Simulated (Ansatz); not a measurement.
C₄H₃FeO₄P (`[O+]#[C][Fe-5]([PH3+])([C]#[O+])([C]#[O+])[C]#[O+]`). Charge 0, multiplicity 1. The geometry is a stationary point of PBE0-D4/def2-TZVP. It is one conformer, not always the lowest.

```xyz
13

O     2.588    0.145   -1.424
C     1.675    0.191   -0.738
Fe    0.253    0.265    0.332
P    -0.873   -0.915   -1.148
C    -0.031   -1.024    1.529
O    -0.213   -1.850    2.297
C    -0.935    1.579    0.144
O    -1.696    2.423    0.024
C     1.161    1.214    1.525
O     1.744    1.822    2.289
H    -0.428   -2.213   -1.474
H    -1.017   -0.415   -2.459
H    -2.227   -1.221   -0.897
```

**Question.** What is the dipole moment at r2SCAN/def2-TZVPP? (Estimate.)

**Answer.** Ansatz gave: 3.76 D, with components (-1.92, -2.01, -2.53) D in this frame, pointing from negative to positive charge.

**Question.** And with PBE, B3LYP, ωB97M-V? (Estimate.)

**Answer.** Ansatz gave: PBE 3.64 D, B3LYP 3.62 D, ωB97M-V 3.40 D.

**Question.** Give the Mulliken charges with r2SCAN, PBE, ωB97M-V in def2-TZVPP. (An estimate is asked.)

**Answer.** Computed: 
```
atom  r2SCAN    PBE  ωB97M-V
  O1   -0.10  -0.03    -0.08
  C2    0.18   0.17     0.28
 Fe3   -0.51  -0.72    -1.00
  P4    0.08   0.01     0.02
  C5    0.18   0.17     0.28
  O6   -0.10  -0.03    -0.08
  C7    0.18   0.17     0.28
  O8   -0.10  -0.03    -0.08
  C9    0.11   0.07     0.12
 O10   -0.08  -0.02    -0.06
 H11    0.05   0.08     0.10
 H12    0.05   0.08     0.10
 H13    0.05   0.08     0.10
```

B3LYP here is the variant with VWN-RPA as its local correlation; programs differ in this.
